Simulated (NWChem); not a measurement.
System: CuH$_{2}$S$_{2}$, doublet; SMILES [SH][Cu][SH]

NWChem printed, in part:

```
             Northwest Computational Chemistry Package (NWChem) 7.3.0
             --------------------------------------------------------

 C2  symmetry detected

                             Geometry "geometry" -> ""
                             -------------------------

 Output coordinates in angstroms (scale by  1.889725989 to convert to a.u.)

  No.       Tag          Charge          X              Y              Z
 ---- ---------------- ---------- -------------- -------------- --------------
    1 Cu                  29.0000     0.00000000     0.00000000     0.01971893
    2 S                   16.0000    -2.15352747    -0.00013988     0.06017044
    3 H                    1.0000    -2.36467671     0.00404140    -1.24865152
    4 S                   16.0000     2.15352747     0.00013988     0.06017044
    5 H                    1.0000     2.36467671    -0.00404140    -1.24865152

 Effective nuclear repulsion energy (a.u.)     287.3688384220

      Symmetry information
      --------------------

 Group name             C2
 Group number              4
 Group order               2
 No. of unique centers     3

                                Z-matrix (autoz)
                                --------

 Units are Angstrom for bonds and degrees for angles

      Type          Name      I     J     K     L     M      Value
      ----------- --------  ----- ----- ----- ----- ----- ----------
    1 Stretch                  1     2                       2.15391
    2 Stretch                  1     4                       2.15391
    3 Stretch                  2     3                       1.32575
    4 Stretch                  4     5                       1.32575
    5 Bend                     1     2     3                98.08827
    6 Bend                     1     4     5                98.08827
    7 Bend                     2     4     5                99.16438
    8 Bend                     4     2     3                99.16438
    9 Torsion                  3     2     4     5          -0.36728
   10 Torsion                  2     3     1     4        -179.98492
   11 Torsion                  2     1     5     4        -179.98492

                           NWChem Geometry Optimization
                           ----------------------------

 maximum gradient threshold         (gmax) =   0.000450
 rms gradient threshold             (grms) =   0.000300
 maximum cartesian step threshold   (xmax) =   0.001800
 rms cartesian step threshold       (xrms) =   0.001200
 fixed trust radius                (trust) =   0.300000
 source of zmatrix                         =   autoz

          -------------------
          Energy Minimization
          -------------------

 Using diagonal initial Hessian
 Scaling for Hessian diagonals: bonds = 1.00  angles = 0.25  torsions = 0.10

          --------
          Step   0

                                 NWChem DFT Module
                                 -----------------

 Summary of "ao basis" -> "ao basis" (spherical)
 ------------------------------------------------------------------------------
       Tag                 Description            Shells   Functions and Types
 ---------------- ------------------------------  ------  ---------------------
 Cu                         def2-svp                11       31   5s3p2d1f
 S                          def2-svp                 8       18   4s3p1d
 H                          def2-svp                 3        5   2s1p

      Symmetry analysis of basis
      --------------------------

        a          40
        b          37

            General Information
            -------------------
          SCF calculation type: DFT
          Wavefunction type:  spin polarized.
          No. of atoms     :     5
          No. of electrons :    63
           Alpha electrons :    32
            Beta electrons :    31
          Charge           :     0
          Spin multiplicity:     2
          Use of symmetry is: on ; symmetry adaption is: on
          Maximum number of iterations: 150
          AO basis - number of functions:    77
                     number of shells:    33
          Convergence on energy requested:  1.00D-06
          Convergence on density requested:  1.00D-05
          Convergence on gradient requested:  5.00D-04

              XC Information
              --------------
                         PBE0 Method XC Functional
                     Hartree-Fock (Exact) Exchange  0.250
          PerdewBurkeErnzerhof Exchange Functional  0.750
            Perdew 1991 LDA Correlation Functional  1.000 local
           PerdewBurkeErnz. Correlation Functional  1.000 non-local

             Grid Information
             ----------------
          Grid used for XC integration:  medium
          Radial quadrature: Mura-Knowles
          Angular quadrature: Lebedev.
          Tag              B.-S. Rad. Rad. Pts. Rad. Cut. Ang. Pts.
          ---              ---------- --------- --------- ---------
          Cu                  1.35      112           9.0       590
          S                   1.00       88          12.0       590
          H                   0.35       45          12.0       434
          Grid pruning is: on
          Number of quadrature shells:   245
          Spatial weights used:  Erf1

      Superposition of Atomic Density Guess
      -------------------------------------

 Sum of atomic energies:       -2434.37842088

      Non-variational initial energy
      ------------------------------

 Total energy =   -2434.661981
 1-e energy   =   -3955.135698
 2-e energy   =    1233.104878
 HOMO         =      -0.309777
 LUMO         =      -0.010234

   Symmetry analysis of molecular orbitals - initial alpha
   -------------------------------------------------------

  Numbering of irreducible representations:

     1 a           2 b

  Orbital symmetries:

     1 a           2 a           3 b           4 a           5 b
     6 a           7 b           8 a           9 b          10 a
    11 b          12 a          13 b          14 b          15 a
    16 a          17 b          18 a          19 b          20 a
    21 b          22 a          23 b          24 a          25 a
    26 b          27 a          28 b          29 a          30 b
    31 b          32 a          33 a          34 a          35 b
    36 a          37 a          38 b          39 b          40 a
    41 b          42 b

   Symmetry analysis of molecular orbitals - initial beta
   ------------------------------------------------------

  Numbering of irreducible representations:

     1 a           2 b

  Orbital symmetries:

     1 a           2 a           3 b           4 a           5 b
     6 a           7 b           8 a           9 b          10 a
    11 b          12 a          13 b          14 b          15 a
    16 a          17 b          18 a          19 b          20 a
    21 b          22 a          23 b          24 a          25 a
    26 b          27 a          28 b          29 a          30 b
    31 b          32 a          33 a          34 a          35 b
    36 a          37 a          38 b          39 b          40 a
    41 b          42 b

[...]

      ----------------------
      Optimization converged
      ----------------------

  Step       Energy      Delta E   Gmax     Grms     Xrms     Xmax
  ---- ---------------- -------- -------- -------- -------- --------
@    6   -2437.13259210 -1.5D-07  0.00001  0.00000  0.00051  0.00099
                                     ok       ok       ok       ok

                                Z-matrix (autoz)
                                --------

 Units are Angstrom for bonds and degrees for angles

      Type          Name      I     J     K     L     M      Value     Gradient
      ----------- --------  ----- ----- ----- ----- ----- ---------- ----------
    1 Stretch                  1     2                       2.13634    0.00000
    2 Stretch                  1     4                       2.13634    0.00000
    3 Stretch                  2     3                       1.35468   -0.00001
    4 Stretch                  4     5                       1.35468   -0.00001
    5 Bend                     1     2     3                94.83429    0.00000
    6 Bend                     1     4     5                94.83429    0.00000
    7 Bend                     2     4     5                95.22029   -0.00000
    8 Bend                     4     2     3                95.22029   -0.00000
    9 Torsion                  3     2     4     5          -0.00595    0.00000
   10 Torsion                  2     3     1     4        -179.99992   -0.00000
   11 Torsion                  2     1     5     4        -179.99992   -0.00000

                         Geometry "geometry" -> "geometry"
                         ---------------------------------

 Output coordinates in angstroms (scale by  1.889725989 to convert to a.u.)

  No.       Tag          Charge          X              Y              Z
 ---- ---------------- ---------- -------------- -------------- --------------
    1 Cu                  29.0000     0.00000000     0.00000000     0.05666363
    2 S                   16.0000    -2.13629288     0.00189816     0.07105613
    3 H                    1.0000    -2.25954913     0.00207770    -1.27800957
    4 S                   16.0000     2.13629288    -0.00189816     0.07105613
    5 H                    1.0000     2.25954913    -0.00207770    -1.27800957

 Effective nuclear repulsion energy (a.u.)     289.5698333868

      Symmetry information
      --------------------

 Group name             C2
 Group number              4
 Group order               2
 No. of unique centers     3

                Final and change from initial internal coordinates
                --------------------------------------------------

                                Z-matrix (autoz)
                                --------

 Units are Angstrom for bonds and degrees for angles

      Type          Name      I     J     K     L     M      Value       Change
      ----------- --------  ----- ----- ----- ----- ----- ---------- ----------
    1 Stretch                  1     2                       2.13634   -0.01757
    2 Stretch                  1     4                       2.13634   -0.01757
    3 Stretch                  2     3                       1.35468    0.02893
    4 Stretch                  4     5                       1.35468    0.02893
    5 Bend                     1     2     3                94.83429   -3.25399
    6 Bend                     1     4     5                94.83429   -3.25399
    7 Bend                     2     4     5                95.22029   -3.94408
    8 Bend                     4     2     3                95.22029   -3.94408
    9 Torsion                  3     2     4     5          -0.00595    0.36134
   10 Torsion                  2     3     1     4        -179.99992   -0.01500
   11 Torsion                  2     1     5     4        -179.99992   -0.01500

 ==============================================================================
                                internuclear distances
 ------------------------------------------------------------------------------
       center one      |      center two      | atomic units |  angstroms
 ------------------------------------------------------------------------------
    2 S                |   1 Cu               |     4.03710  |     2.13634
    3 H                |   2 S                |     2.55998  |     1.35468
    4 S                |   1 Cu               |     4.03710  |     2.13634
    5 H                |   4 S                |     2.55998  |     1.35468
 ------------------------------------------------------------------------------
                         number of included internuclear distances:          4
 ==============================================================================

[...]

 Rotational Constants
 --------------------
 A=   4.709500 cm-1  (  6.775768 K)
 B=   0.055799 cm-1  (  0.080280 K)
 C=   0.055146 cm-1  (  0.079340 K)

 Temperature                      =   298.15K
 frequency scaling parameter      =   1.0000

 Zero-Point correction to Energy  =   11.055 kcal/mol  (  0.017617 au)
 Thermal correction to Energy     =   14.691 kcal/mol  (  0.023412 au)
 Thermal correction to Enthalpy   =   15.283 kcal/mol  (  0.024355 au)

 Total Entropy                    =   75.270 cal/mol-K
   - Translational                =   40.456 cal/mol-K (mol. weight = 128.8896)
   - Rotational                   =   22.837 cal/mol-K (symmetry #  =        2)
   - Vibrational                  =   11.977 cal/mol-K

 Cv (constant volume heat capacity) =   16.824 cal/mol-K
   - Translational                  =    2.979 cal/mol-K
   - Rotational                     =    2.979 cal/mol-K
   - Vibrational                    =   10.865 cal/mol-K

[normal modes left out]

 ----------------------------------------------------------------------------
 Normal Eigenvalue ||           Projected Infra Red Intensities
  Mode   [cm**-1]  || [atomic units] [(debye/angs)**2] [(KM/mol)] [arbitrary]
 ------ ---------- || -------------- ----------------- ---------- -----------
    1       -0.000 ||    0.000131           0.003         0.127       0.176
    2       -0.000 ||    0.000360           0.008         0.351       0.485
    3       -0.000 ||    0.041328           0.953        40.288      55.604
    4       -0.000 ||    0.000431           0.010         0.420       0.579
    5       -0.000 ||    0.000000           0.000         0.000       0.000
    6       -0.000 ||    0.000227           0.005         0.222       0.306
    7       75.336 ||    0.007246           0.167         7.064       9.749
    8      102.281 ||    0.004186           0.097         4.080       5.632
    9      316.378 ||    0.000000           0.000         0.000       0.000
   10      321.098 ||    0.000005           0.000         0.005       0.007
   11      445.447 ||    0.008559           0.197         8.344      11.515
   12      523.083 ||    0.038666           0.892        37.694      52.023
   13      563.318 ||    0.000729           0.017         0.711       0.981
   14     2694.819 ||    0.009041           0.209         8.814      12.164
   15     2695.064 ||    0.000580           0.013         0.565       0.780
 ----------------------------------------------------------------------------
```

Level: PBE0/def2-SVP, spin-unrestricted. In the optimisation the excess spin sits in a (C2, its own frame). The spin multiplicity was typed, not searched, and may not be the lowest.

Q: Write an input that gives this output.

A: One answer among several that fit: the input that was run:
```
start job
memory heap 200 mb stack 900 mb global 1100 mb
geometry units angstroms
  Cu    -0.000014    -0.000214     0.000198
  S      2.147598     0.132677     0.097535
  H      2.334375    -0.639712     1.158735
  S     -2.146162    -0.084413    -0.161732
  H     -2.379738    -0.884781     0.869030
end
basis spherical
  * library def2-svp
end
dft
  odft
  mult 2
  xc pbe0
  iterations 150
end
driver
  maxiter 120
end
task dft optimize
task dft freq
```
